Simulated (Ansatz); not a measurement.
Program: Ansatz. Geometries: PBE0-D4/def2-TZVP. ΔE: electronic, gas phase. CBS: MP2 limit from def2 TZ/QZ plus the TZ coupled-cluster correction, frozen cores. This one scheme is used for every species. Functionals use def2-TZVPP. HSE06 is defined as in plane-wave codes. def2 core potentials past Kr. For Sn outer-core shells are correlated without core-valence functions, which leaves a few kJ/mol of doubt a bond. Each species was taken in one conformer, which may not be the lowest.

Consider the redistribution: `C[O][SnH2][F]` + `[F][AlH][F]` → `[F][SnH3]` + `C[O][Al]([F])[F]`.

`C[O][SnH2][F]`:

```xyz
9

C     1.106   -0.967    0.058
O    -0.207   -0.809   -0.429
Sn   -1.140    0.887   -0.234
F    -1.333    1.138    1.662
H     1.481   -1.935   -0.287
H     1.790   -0.192   -0.314
H     1.140   -0.958    1.153
H    -0.147    2.174   -0.736
H    -2.690    0.664   -0.872
```

`[F][AlH][F]`:

Cartesian coordinates in Å:
```
F 0.644 0.430 -1.426
Al -0.031 -0.008 0.002
F 0.928 -0.030 1.331
H -1.540 -0.392 0.093
```

`[F][SnH3]`:

Cartesian coordinates in Å:
```
F 1.377 -0.130 -1.153
Sn -0.096 0.009 0.080
H -0.669 -1.583 0.252
H -1.199 1.057 -0.680
H 0.588 0.648 1.501
```

`C[O][Al]([F])[F]`:

```xyz
8

C     1.018   -0.715    0.359
O     0.344    0.489    0.115
Al   -1.164    0.949   -0.412
F    -1.521    2.538   -0.549
F    -2.320   -0.144   -0.803
H     0.397   -1.592    0.151
H     1.332   -0.755    1.406
H     1.913   -0.770   -0.267
```

| level | ΔE (kJ/mol) | difference from CCSD(T)/CBS |
| --- | --- | --- |
| BLYP-D4 | -91.4 | 1.1 |
| r2SCAN-D4 | -99.9 | -7.4 |
| CAM-B3LYP-D4 | -101.6 | -9.1 |
| B2PLYP | -99.4 | -6.9 |
| PBE0 | -99.8 | -7.3 |
| HSE06 | -99.6 | -7.1 |
| HF/def2-TZVPP | -110.4 | -17.9 |
| SCS-MP2/def2-TZVPP | -99.0 | -6.5 |
| CCSD(T)/def2-TZVPP | -99.9 | -7.4 |
| HF/CBS(def2) | -109.1 | -16.6 |
| CCSD(T)/CBS | -92.5 | 0 |

Largest T1 diagnostic among the species: 0.014.

From r2SCAN to r2SCAN0 (25 % exact exchange), in def2-TZVPP and without D4, ΔE moves by −6.0 kJ/mol. In def2-TZVPP, CCSD(T) changes the Hartree–Fock value by +10.6 kJ/mol (the triples alone add +3.8 kJ/mol) and MP2 by +11.2 kJ/mol. At CCSD(T), def2-SVP lies −10.3 kJ/mol from the extrapolated value and def2-TZVPP −7.4 kJ/mol.
